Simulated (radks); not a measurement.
The numbers below are computed, except where a source is named.
How relativity changes the ionisation of the iodine ion I2+ ([Kr] 4d10 5s2 5p3) to I3+ ([Kr] 4d10 5s2 5p2). Spin-unpolarised spherical Kohn-Sham, LDA (Slater exchange, Perdew-Wang correlation), point nucleus unless stated (finite: rms radius 4.75 fm), a radial shooting solver on a logarithmic mesh with Libxc functionals. A level marked "c x" has the speed of light scaled by that factor and shares open shells by 2j + 1; other Dirac levels either fill j = l - 1/2 first or share by 2j + 1.

| level | E(I2+) (hartree) | E(I3+) (hartree) | IE (eV) | HOMO | <r> HOMO (bohr) |
|---|---|---|---|---|---|
| non-rel. | -6913.59968 | -6912.51632 | 29.480 | 5p | 2.221 |
| scalar-rel. | -7109.45965 | -7108.37149 | 29.610 | 5p | 2.201 |
| scalar-rel., finite nucleus | -7109.22711 | -7108.13894 | 29.611 | 5p | 2.201 |
| Dirac, 2j+1 shares | -7112.08106 | -7110.99160 | 29.646 | 5p3/2 | 2.227 |
| Dirac, low j first | -7112.12977 | -7111.06434 | 28.992 | 5p3/2 | 2.232 |
| Dirac, 2j+1 shares, finite nucleus | -7111.84771 | -7110.75824 | 29.646 | 5p3/2 | 2.227 |
| Dirac, c x 0.75 | -7290.21638 | -7289.12087 | 29.810 | 5p3/2 | 2.234 |
| Dirac, c x 10 | -6915.44325 | -6914.35983 | 29.481 | 5p3/2 | 2.221 |
| Dirac, c x 100 | -6913.61811 | -6912.53474 | 29.480 | 5p3/2 | 2.221 |

NIST Atomic Spectra Database: 29.57 eV (measured). The relativistic part of the total energy of I2+ is -198.2 hartree (Dirac, 2j+1 shares, finite nucleus), 2.9 % of the non-relativistic value. Spin polarisation and multiplet splitting of open shells are left out at every level.

Beside tabulated values, note that relativity, absent from the non-relativistic runs, is large for the heavy elements, and spin-unpolarised runs miss the spin-polarisation part of the exchange energy of open shells.
